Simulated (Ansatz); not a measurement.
System: MgI, net charge 0, doublet state. 
Coordinates optimised at B3LYP-D3(BJ)/def2-TZVP (Ansatz, a program for electronic structure):
SMILES: [Mg][I]
```xyz
2

Mg     0.0000     0.0000    -2.1254
I      0.0000     0.0000     0.4812
```
Charge 0, spin multiplicity 2.

Quantity: atomisation energy (electronic, to ground-state atoms), in kcal/mol. Valence correlation only, unless marked. UHF or UKS for open shells. No spin-orbit coupling. Frozen are the shells of the preceding noble gas and the d and f shells that filled before the atom's block. Past Kr the def2 sets carry scalar-relativistic core potentials. STO-3G rows are all-electron and non-relativistic. The coupled-cluster limit lacks core correlation, which all-electron functionals hold. CBS(X,Y): correlation extrapolated as X^-3; Hartree-Fock from the larger set.

```
level                                        program  atomisation energy (kcal/mol)
------------------------------------  --------------  -----------------------------
BLYP-D4/def2-TZVPD                    Ansatz + dftd4                           48.6
BLYP/def2-TZVPD                               Ansatz                           46.2
B3LYP-D3(BJ)/def2-TZVPD               Ansatz + dftd3                     (withheld)
PBE0/def2-TZVP                                Ansatz                     (withheld)
PBE0/def2-QZVPP                               Ansatz                           53.9
HSE06/def2-TZVPD                              Ansatz                     (withheld)
CCSD/STO-3G                                   Ansatz                           77.6
CCSD(T)/CBS(def2-TZVPPD,def2-QZVPPD)          Ansatz                           53.3
```

Question: Fill in the missing entries.

Answer: 
- B3LYP-D3(BJ)/def2-TZVPD, atomisation energy (kcal/mol): 50.5
- PBE0/def2-TZVP, atomisation energy (kcal/mol): 53.4
- HSE06/def2-TZVPD, atomisation energy (kcal/mol): 53.5
